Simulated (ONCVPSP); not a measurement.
## An all-electron radial function and its pseudo partner (As)

Columns: radius, all-electron u(r) and pseudo u(r) of the 3p shell (level -134.39 eV) of arsenic in the configuration [Ne] 3s2 3p6 3d10 4s1.5 4p3.5; Wu-Cohen, scalar-relativistic, ONCV scheme, ONCVPSP 4.0.1.

| r (bohr) | all-electron | pseudo |
| --- | --- | --- |
| 0.060 | -0.5399 | 0.0391 |
| 0.120 | -0.7190 | 0.1512 |
| 0.180 | -0.3729 | 0.3217 |
| 0.240 | 0.1613 | 0.5301 |
| 0.300 | 0.6579 | 0.7531 |
| 0.360 | 1.0270 | 0.9663 |
| 0.420 | 1.2543 | 1.1475 |
| 0.480 | 1.3594 | 1.2789 |
| 0.540 | 1.3738 | 1.3511 |
| 0.600 | 1.3267 | 1.3634 |
| 0.660 | 1.2412 | 1.3215 |
| 0.720 | 1.1352 | 1.2370 |
| 0.780 | 1.0208 | 1.1220 |
| 0.840 | 0.9061 | 0.9899 |
| 0.900 | 0.7961 | 0.8535 |
| 0.960 | 0.6938 | 0.7251 |
| 1.020 | 0.6006 | 0.6130 |
| 1.080 | 0.5171 | 0.5199 |
| 1.140 | 0.4432 | 0.4433 |
| 1.200 | 0.3784 | 0.3783 |
| 1.260 | 0.3221 | 0.3220 |
| 1.320 | 0.2734 | 0.2733 |
| 1.380 | 0.2315 | 0.2315 |
| 1.440 | 0.1957 | 0.1957 |
| 1.500 | 0.1651 | 0.1651 |
| 1.560 | 0.1391 | 0.1391 |

Question: How many radial nodes do the two functions have?

Answer: The all-electron 3p function has n − l − 1 = 1; the pseudo-wave has 0, since the states of the same l below it are removed with the core.

Question: At about which radius was the pseudo-wave matched?

Answer: 1.20 bohr, where the columns begin to agree (steps of 0.06 bohr).

Question: Is the pseudo-wave norm-conserving?

Answer: Yes: the ONCV scheme keeps the norm inside the radius equal to the all-electron one, which fixes the energy derivative of the logarithmic derivative at the level.
